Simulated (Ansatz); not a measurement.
```yaml
crystal:
  periodic: [false, false, false]
  atoms:
    - {symbol: F, position_ang: [-1.197185, -0.869140, -2.454297]}
    - {symbol: C, position_ang: [-0.580792, 0.319765, -2.271357]}
    - {symbol: F, position_ang: [0.049273, 0.643965, -3.425169]}
    - {symbol: C, position_ang: [0.456755, 0.211855, -1.183737]}
    - {symbol: O, position_ang: [-0.251224, 0.012700, 0.031779]}
    - {symbol: C, position_ang: [0.499650, -0.182845, 1.130842]}
    - {symbol: F, position_ang: [1.254502, -1.301152, 1.025134]}
    - {symbol: F, position_ang: [1.360414, 0.833324, 1.340939]}
    - {symbol: C, position_ang: [-0.441135, -0.343259, 2.332024]}
    - {symbol: F, position_ang: [-1.137714, 0.792676, 2.504724]}
    - {symbol: F, position_ang: [0.291388, -0.570515, 3.434003]}
    - {symbol: H, position_ang: [-1.346012, 1.073007, -2.059621]}
    - {symbol: H, position_ang: [1.116407, -0.632390, -1.399370]}
    - {symbol: H, position_ang: [1.035283, 1.137526, -1.146198]}
    - {symbol: H, position_ang: [-1.131511, -1.176216, 2.169605]}
basis:
  gaussian: {orbitals: def2-TZVPD}
total_charge: 1
magnetization: {spin_polarized: true, initial_magnetization: 1}
hamiltonian: {xc: {name: PBE1PBE}, pseudopotentials: {relativity: none}}
scf: {lower_state_search: full}
output: {forces: true}
```

```sh
$ ansatz run in.yaml --threads 4 --pin off --events-out ev --progress --plain --max-ram 66560MiB --backend cuda --devices 0, --max-vram 37GiB
```

It prints (some lines left out):

```
Error: YAML parse error: error: line 23 column 19: hamiltonian.xc: no functional is named "PBE1PBE"; the names, which are not case-sensitive, are SVWN5, SPW92, PBE, PBE0, PBEsol, revPBE, revPBE0, RPBE, rPW86-PBE, HSE06, wPBEh, LC-wPBE, HISS, HF, BLYP, B3LYP, B3LYP5, BHLYP, CAM-B3LYP, r2SCAN, r2SCANh, r2SCAN0, r2SCAN50, m-r2SCAN, B97, wB97, wB97X, wB97X-V, B97M-V, wB97M-V, B2PLYP, B2GP-PLYP, PBE0-DH, PBE-QIDH
21 | total_charge: 1
22 | magnetization: {spin_polarized: true, initial_magnetization: 1}
23 | hamiltonian: {xc: {name: PBE1PBE}, pseudopotentials: {relativity: none}}
24 | scf: {lower_state_search: full}
25 | output: {forces: true}
```

Problem. Something in this input is off. What?

Solution. The method's name isn't one that the program takes here. The program refused the input.

HSE06 is defined as in plane-wave codes.
